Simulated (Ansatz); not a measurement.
Basis-set series for `O[CH](Cl)[GeH2][SH]`. Total charge 0; spin multiplicity 1. The geometry is a stationary point of PBE0-D4/def2-TZVP. It is one conformer, not always the lowest.

| functional | basis | functions | energy (Eh) | HOMO (eV) | LUMO (eV) |
| --- | --- | --- | --- | --- | --- |
| PBE0-D4 | def2-SVP | 121 | -3050.45790 | -7.19 | 0.44 |
| PBE0-D4 | def2-QZVPP | 493 | -3051.23285 | -7.39 | -0.18 |
| ωB97M-V | def2-SVP | 121 | -3050.92105 | -9.33 | 2.44 |
| ωB97M-V | def2-QZVPP | 493 | -3051.69439 | -9.58 | 1.31 |

Q: Give the rows for def2-TZVPP. (Estimate.)

A: Computed: 
```csv
functional,basis,functions,energy (Eh),HOMO (eV),LUMO (eV)
PBE0-D4,def2-TZVPP,264,-3051.15582,-7.35,0.01
ωB97M-V,def2-TZVPP,264,-3051.61957,-9.54,1.86
```

Positive LUMOs are unbound and depend on the basis. Scalar relativity is left out up to krypton.
